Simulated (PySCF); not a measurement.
A series of related molecules.

All values: CAM-B3LYP/def2-SVPD (PySCF) at PBE0-D3(BJ)/def2-SVP geometries, gas phase, one conformer each. Core orbitals are frozen in the response; Δα² is half the sum of the squared differences of the principal polarisabilities.

(1) Rank by dipole moment, lowest first.
A. `[SiH3:1][O:2][SiH:3]1[SiH2:4][SiH2:5][SiH2:6][SiH2:7]1` with Si1–O2–Si3–Si4 58°, O2–Si3–Si4–Si5 -75°, Si3–Si4–Si5–Si6 -20°, Si4–Si5–Si6–Si7 -9°, Si5–Si6–Si7–Si3 34°
B. `[CH3:1][NH:2][SiH:3]1[SiH2:4][SiH2:5][SiH2:6][SiH2:7]1` with C1–N2–Si3–Si4 -58°, N2–Si3–Si4–Si5 -48°, Si3–Si4–Si5–Si6 -35°, Si4–Si5–Si6–Si7 2°, Si5–Si6–Si7–Si3 31°
C. `[SiH3:1][NH:2][SiH:3]1[SiH2:4][SiH2:5][SiH2:6][SiH2:7]1` with Si1–N2–Si3–Si4 19°, N2–Si3–Si4–Si5 -78°, Si3–Si4–Si5–Si6 -11°, Si4–Si5–Si6–Si7 -21°, Si5–Si6–Si7–Si3 44°
D. `[CH3:1][C:2](=[S:3])[SiH:4]1[SiH2:5][SiH2:6][SiH2:7][SiH2:8]1` with C1–C2–Si4–Si5 125°, C2–Si4–Si5–Si6 72°, Si4–Si5–Si6–Si7 22°, Si5–Si6–Si7–Si8 0°, Si6–Si7–Si8–Si4 -23°

(2) Rank by HOMO–LUMO gap, lowest first.
A. `[SiH3]N[SiH]1[SiH2][SiH2][SiH2][SiH2]1`
B. `CN[SiH]1[SiH2][SiH2][SiH2][SiH2]1`
C. `CC(=S)[SiH]1[SiH2][SiH2][SiH2][SiH2]1`

(3) Rank by polarisability anisotropy Δα, highest first.
A. `[SiH3:1][O:2][SiH:3]1[SiH2:4][SiH2:5][SiH2:6][SiH2:7]1` with Si1–O2–Si3–Si4 58°, O2–Si3–Si4–Si5 -75°, Si3–Si4–Si5–Si6 -20°, Si4–Si5–Si6–Si7 -9°, Si5–Si6–Si7–Si3 34°
B. `[CH3:1][C:2](=[S:3])[SiH:4]1[SiH2:5][SiH2:6][SiH2:7][SiH2:8]1` with C1–C2–Si4–Si5 125°, C2–Si4–Si5–Si6 72°, Si4–Si5–Si6–Si7 22°, Si5–Si6–Si7–Si8 0°, Si6–Si7–Si8–Si4 -23°
C. `[CH3:1][NH:2][SiH:3]1[SiH2:4][SiH2:5][SiH2:6][SiH2:7]1` with C1–N2–Si3–Si4 -58°, N2–Si3–Si4–Si5 -48°, Si3–Si4–Si5–Si6 -35°, Si4–Si5–Si6–Si7 2°, Si5–Si6–Si7–Si3 31°
D. `[SiH3:1][NH:2][SiH:3]1[SiH2:4][SiH2:5][SiH2:6][SiH2:7]1` with Si1–N2–Si3–Si4 19°, N2–Si3–Si4–Si5 -78°, Si3–Si4–Si5–Si6 -11°, Si4–Si5–Si6–Si7 -21°, Si5–Si6–Si7–Si3 44°

## Answers

(1) A (0.26 D), C (1.13 D), B (1.50 D), D (2.36 D).

(2) C (6.34 eV), A (8.13 eV), B (8.58 eV).

(3) B (4.59 Å³), C (3.96 Å³), A (3.29 Å³), D (2.57 Å³).

All values together:

```json
{"SMILES": "[SiH3]O[SiH]1[SiH2][SiH2][SiH2][SiH2]1", "formula": "H12OSi6", "μ (D)": "0.26", "HOMO (eV)": "-8.47", "LUMO (eV)": "-0.28", "α (Å³)": "25.58", "Δα (Å³)": "3.29", "electrons": "104", "α per electron (Å³)": "0.246", "ΔSCF removal energy (eV)": "8.96"}
{"SMILES": "[SiH3]N[SiH]1[SiH2][SiH2][SiH2][SiH2]1", "formula": "H13NSi6", "μ (D)": "1.13", "HOMO (eV)": "-8.14", "LUMO (eV)": "-0.01", "α (Å³)": "26.45", "Δα (Å³)": "2.57", "electrons": "104", "α per electron (Å³)": "0.254", "ΔSCF removal energy (eV)": "8.59"}
{"SMILES": "CC(=S)[SiH]1[SiH2][SiH2][SiH2][SiH2]1", "formula": "C2H12SSi5", "μ (D)": "2.36", "HOMO (eV)": "-7.89", "LUMO (eV)": "-1.54", "α (Å³)": "28.22", "Δα (Å³)": "4.59", "electrons": "110", "α per electron (Å³)": "0.257", "ΔSCF removal energy (eV)": "8.31"}
{"SMILES": "CN[SiH]1[SiH2][SiH2][SiH2][SiH2]1", "formula": "CH13NSi5", "μ (D)": "1.50", "HOMO (eV)": "-8.26", "LUMO (eV)": "0.32", "α (Å³)": "24.60", "Δα (Å³)": "3.96", "electrons": "96", "α per electron (Å³)": "0.256", "ΔSCF removal energy (eV)": "8.74"}
```

Conformers: `[SiH3:1][O:2][SiH:3]1[SiH2:4][SiH2:5][SiH2:6][SiH2:7]1` with Si1–O2–Si3–Si4 58°, O2–Si3–Si4–Si5 -75°, Si3–Si4–Si5–Si6 -20°, Si4–Si5–Si6–Si7 -9°, Si5–Si6–Si7–Si3 34°; `[SiH3:1][NH:2][SiH:3]1[SiH2:4][SiH2:5][SiH2:6][SiH2:7]1` with Si1–N2–Si3–Si4 19°, N2–Si3–Si4–Si5 -78°, Si3–Si4–Si5–Si6 -11°, Si4–Si5–Si6–Si7 -21°, Si5–Si6–Si7–Si3 44°; `[CH3:1][C:2](=[S:3])[SiH:4]1[SiH2:5][SiH2:6][SiH2:7][SiH2:8]1` with C1–C2–Si4–Si5 125°, C2–Si4–Si5–Si6 72°, Si4–Si5–Si6–Si7 22°, Si5–Si6–Si7–Si8 0°, Si6–Si7–Si8–Si4 -23°; `[CH3:1][NH:2][SiH:3]1[SiH2:4][SiH2:5][SiH2:6][SiH2:7]1` with C1–N2–Si3–Si4 -58°, N2–Si3–Si4–Si5 -48°, Si3–Si4–Si5–Si6 -35°, Si4–Si5–Si6–Si7 2°, Si5–Si6–Si7–Si3 31°.
